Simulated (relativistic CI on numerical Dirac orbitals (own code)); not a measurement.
How well does a small relativistic CI reproduce La?

Calculated at this level of theory: Dirac-Coulomb-Breit CI, KLI orbitals optimised for each configuration, model QED (radiative potential, 1s self-energy scaled to tabulated hydrogen-like ionisation energies), valence Slater integrals scaled by 0.85, P86 correlation estimate, and configurations built on the next ion tied to the tabulated ionisation energy (semi-empirical) (own radial code, finite nucleus).

Configuration list (outside the closed core [Xe]): 5d6s², 5d²6s, 5d³, 5d6s6p, 6s²4f, 6s²6p, 5d²6p, 5d6s4f, 5d²6d, 5d²7s, 5d²5f, 5d²6f, 5d6p², 5d6s6d, 5d6s6f, 5d6s6g, 6s²7p, 6s4f6p, 6s6p², 6s²5f, 5d6s7s, 6s²8s, 6s²5g, 5d4f5g. Levels of other configurations are missing.

```csv
Configuration,Term (tabulated),J,Measured (cm⁻¹),Computed,Error,Purity (%)
5d6s²,2D,3/2,0.0,0,0,82
5d6s²,2D,5/2,1053.2,913,-140,79
5d²6s,4F,3/2,2668.2,3905,1237,99
5d²6s,4F,5/2,3010.0,4155,1145,98
5d²6s,4F,7/2,3494.5,4513,1018,99
5d²6s,4F,9/2,4121.6,4978,856,99
5d²6s,2F,5/2,7011.9,8826,1815,81
5d²6s,4P,1/2,7231.4,8952,1721,97
5d²6s,4P,3/2,7490.5,9128,1638,96
5d²6s,4P,5/2,7679.9,9309,1630,86
5d²6s,2F,7/2,8052.2,9667,1615,86
5d²6s,2P,1/2,9044.2,10494,1450,64
5d²6s,2D,5/2,9183.8,10728,1544,67
5d²6s,2G,9/2,9919.8,11887,1967,86
5d²6s,2G,7/2,9960.9,11894,1934,84
5d³,4F,3/2,12430.6,13659,1228,97
5d³,4F,5/2,12787.4,13878,1091,98
5d³,4F,7/2,13238.3,14179,941,98
5d6s6p,4F° †,3/2,13260.4,11953,-1308,81
5d³,4F,9/2,13747.3,14554,807,97
5d6s6p,4D°,1/2,14095.7,13026,-1070,79
5d6s6p,4D°,3/2,14708.9,13378,-1331,80
5d6s6p,4F° †,5/2,14804.1,12442,-2362,70
5d6s6p,4F° †,7/2,15019.5,13440,-1580,92
5d6s6p,4D°,5/2,15503.6,13920,-1584,83
5d6s6p,4D°,7/2,16099.3,14515,-1584,88
5d6s6p,4F°,9/2,16243.2,14486,-1757,97
5d³,4P,1/2,16617.3,18114,1497,95
5d³,4P,3/2,16735.1,18227,1492,94
5d²6s,2S,1/2,16991.4,19926,2935,84
5d³,2G,7/2,17023.4,19543,2519,85
5d³,4P,5/2,17099.4,18457,1357,94
5d³,2G,9/2,17140.9,19804,2663,76
5d6s6p,4P°,1/2,17567.5,15697,-1870,93
5d²6p,4G°,5/2,17947.1,17659,-288,86
5d6s6p,4P°,5/2,18157.0,16105,-2052,77
5d²6p,2D°,3/2,18172.3,18057,-116,64
5d²6p,4G°,7/2,18603.9,18140,-464,88
5d²6p,4G°,9/2,19129.3,18745,-384,94
5d²6p,4F°,3/2,20083.0,20343,260,90
5d²6p,4G°,11/2,20117.4,19599,-518,95
5d²6p,4F°,5/2,20338.2,20629,291,90
5d²6p,4F°,7/2,20763.2,21029,266,89
5d²6p,4F°,9/2,21384.0,21550,166,88
5d²6p,4D°,1/2,22246.6,22976,729,93
5d²6p,4D°,3/2,22439.4,23173,734,93
5d²6p,4D°,5/2,22804.2,23494,690,87
5d²6p,4D°,7/2,23303.3,23903,600,85
5d6s4f,4G° †,5/2,27022.6,36084,9061,83
5d6s4f,4G° †,9/2,28089.2,37170,9081,82
5d6s4f,4G° †,11/2,28743.2,37794,9051,81
```

Measured levels from NIST Handbook of Basic Atomic Spectroscopic Data (Sansonetti and Martin, J. Phys. Chem. Ref. Data 34, 1559 (2005)); pairs were made by configuration, J and term (by order where the table uses no LS term), so strongly mixed levels may be paired wrongly.

Mean error by configuration (cm⁻¹): 5d6s² -140; 5d²6s 1607; 5d³ 1511; 5d6s6p -1607; 5d²6p 151. Over the excited levels the mean absolute error is 1204 cm⁻¹ (50 of the 68 excited levels that our extract of the source holds in range could be paired, and the others can miss by more), and the median relative error of those above 1,000 cm⁻¹ is 9.9 %. † marks terms whose computed intervals miss the measured ones by more than a factor of 2.5, or configurations far off the rest, from wrong mixing, a near crossing or a doubtful label or measurement; they are left out of the means.

Transition probabilities of persistent lines. The last column rescales the computed rate by the cube of measured over computed energy:

```tsv
λ measured (Å)	Lower	Upper	A tabulated (s⁻¹)	A computed	A rescaled
5501.34 air	5d6s² ²D3/2	5d²6p ²D°3/2	5.29e+07	7.28e+07	7.42e+07
```
